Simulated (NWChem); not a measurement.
Species: C₃H₂F₃ cation

```xyz
8

C     -1.2551    -1.4034     0.0000
C     -0.0500    -0.7562     0.0000
F      1.1138    -1.3673     0.0000
C      0.0260     0.6788     0.0000
F     -1.0053     1.4239     0.0000
F      1.1407     1.2798     0.0000
H     -2.2047    -0.8450     0.0000
H     -1.2795    -2.5068     0.0000
```
Atoms are numbered in this order, from 1.

All runs: NWChem. Pople sets run with spherical d functions. Geometry: optimised at PBE-D3(BJ)/def2-SVP. Atomic charges in e: unrestrained fits to the electrostatic potential beside Mulliken populations; buried atoms are poorly determined by the fit.

Q: Estimate the computed values for Hartree-Fock/6-31G*. Quantities: ESP C1; Mulliken C1; ESP C2; Mulliken C2; ESP F3; Mulliken F3; ESP C4; Mulliken C4; ESP F5; Mulliken F5; relative RMS misfit of the potential (%).

A: 
| Property | Value |
|---|---|
| ESP C1 | -0.07 |
| Mulliken C1 | -0.28 |
| ESP C2 | 0.09 |
| Mulliken C2 | 0.37 |
| ESP F3 | -0.12 |
| Mulliken F3 | -0.36 |
| ESP C4 | 0.76 |
| Mulliken C4 | 1.06 |
| ESP F5 | -0.08 |
| Mulliken F5 | -0.25 |
| relative RMS misfit of the potential (%) | 2 |
